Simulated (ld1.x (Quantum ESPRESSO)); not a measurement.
**Ni, RRKJ: configuration errors across variants**

- Element: Ni (Z = 28)
- Generator: ld1.x (Quantum ESPRESSO) 7.5
- Type: norm-conserving RRKJ (Kleinman–Bylander form)
- Functional: PBEsol
- Relativity: scalar-relativistic
- Frozen core: [Ne] 3s2
- Valence charge: 16
- Reference configuration: 3p6 3d9 4s1 4p0
- Partial waves: 3p (bound): rc 1.20 bohr; 3d (bound): rc 1.50 bohr; 4s (bound): rc 2.20 bohr
- Local potential: the s channel
- Core correction: a·sin(br)/r model core, default radius (core density twice the valence density)
- rho0: 0.001

All-electron excitation energies from the reference (eV): (1) 3p6 3d8 4s2 4p0 1.608; (2) 3p6 3d8 4s1 4p0 10.945; (3) 3p6 3d8 4s0 4p0 28.206; (4) 3p6 3d6 4s0 4p0 123.162; (5) 3p6 3d8 4s1.5 4p0 5.336; (6) 3p6 3d8 4s0 4p1 16.658; (7) 3p6 3d8 4s0 4p2 11.151.

Tests that are not counted but printed errors over 1 eV. “wave 4s (bound): rc 2.20 bohr becomes 4s (bound): rc 2.30 bohr”: all (the test run did not reproduce the reference configuration, from which every error is measured). “wave 4s (bound): rc 2.20 bohr becomes 4s (bound): rc 2.62 bohr”: all (the test run did not reproduce the reference configuration, from which every error is measured). “wave 4s (bound): rc 2.20 bohr becomes 4s (bound): rc 2.88 bohr”: all (the test run did not reproduce the reference configuration, from which every error is measured). “wave 4s (bound): rc 2.20 bohr becomes 4s (bound): rc 3.12 bohr”: all (the test run did not reproduce the reference configuration, from which every error is measured).

Errors AE − PS in meV (a dash: test not solved or not reliable):

| change | (1) | (2) | (3) | (4) | (5) | (6) | (7) | bound ghosts |
| --- | --- | --- | --- | --- | --- | --- | --- | --- |
| base | -128 | -116 | -144 | -1357 | -120 | -1354 | -1775 | none |
| wave 4s (bound): rc 2.20 bohr becomes 4s (bound): rc 1.42 bohr | -29 | -28 | -118 | -1164 | -25 | -1097 | -1434 | none |
| wave 4s (bound): rc 2.20 bohr becomes 4s (bound): rc 1.68 bohr | -114 | -106 | -140 | -1357 | -108 | -1319 | -1729 | none |
| wave 4s (bound): rc 2.20 bohr becomes 4s (bound): rc 1.96 bohr | -132 | -119 | -141 | -1321 | -124 | -1348 | -1769 | none |
| wave 4s (bound): rc 2.20 bohr becomes 4s (bound): rc 2.18 bohr | -130 | -117 | -142 | -1340 | -122 | -1351 | -1772 | none |
| wave 4s (bound): rc 2.20 bohr becomes 4s (bound): rc 2.30 bohr | – | – | – | – | – | – | – | none |
| wave 4s (bound): rc 2.20 bohr becomes 4s (bound): rc 2.62 bohr | – | – | – | – | – | – | – | none |
| wave 4s (bound): rc 2.20 bohr becomes 4s (bound): rc 2.88 bohr | – | – | – | – | – | – | – | none |
| wave 4s (bound): rc 2.20 bohr becomes 4s (bound): rc 3.12 bohr | – | – | – | – | – | – | – | none |

Question: Give the same row for: wave 4s (bound): rc 2.20 bohr becomes 4s (bound): rc 3.32 bohr.

Answer: –, –, –, –, –, –, –; bound ghosts: none. Not counted: all (the test run did not reproduce the reference configuration, from which every error is measured).
